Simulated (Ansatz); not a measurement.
Results of the Gaussian-basis code of Ansatz.

A structure relaxed at PBE0-D4/def2-TZVP, charge 0, multiplicity 1:

| atom | x (Å) | y (Å) | z (Å) |
| --- | --- | --- | --- |
| C1 | 2.1656 | 0.0040 | 1.4659 |
| N2 | 0.7511 | -0.0170 | 1.1603 |
| Si3 | 0.1236 | 0.0426 | -0.4052 |
| Cl4 | 0.3566 | -1.7086 | -1.4970 |
| O5 | -1.4703 | 0.3182 | -0.2481 |
| C6 | -2.4502 | 0.1826 | -1.2527 |
| H7 | 2.7059 | 0.5136 | 0.6643 |
| H8 | 2.3584 | 0.5594 | 2.3879 |
| H9 | 2.5984 | -0.9977 | 1.5682 |
| H10 | 0.1722 | -0.4099 | 1.8858 |
| H11 | 0.8525 | 1.0598 | -1.1934 |
| H12 | -2.3306 | 0.9484 | -2.0260 |
| H13 | -2.4046 | -0.8036 | -1.7234 |
| H14 | -3.4285 | 0.3083 | -0.7867 |

Task: Give its formula and SMILES.

Result: C2H8ClNOSi, `CN[SiH](Cl)OC`.

Task: Point group (tolerance 0.08 Å, 0.16 Å for H)?

Result: C1.

Task: Summarise the bond lengths by kind.

Result: 1 × C–N 1.447 Å; 6 × C–H 1.091 to 1.096 Å; 1 × N–Si 1.688 Å; 1 × H–N 1.008 Å; 1 × Cl–Si 2.077 Å; 1 × O–Si 1.625 Å; 1 × H–Si 1.479 Å; 1 × C–O 1.410 Å.
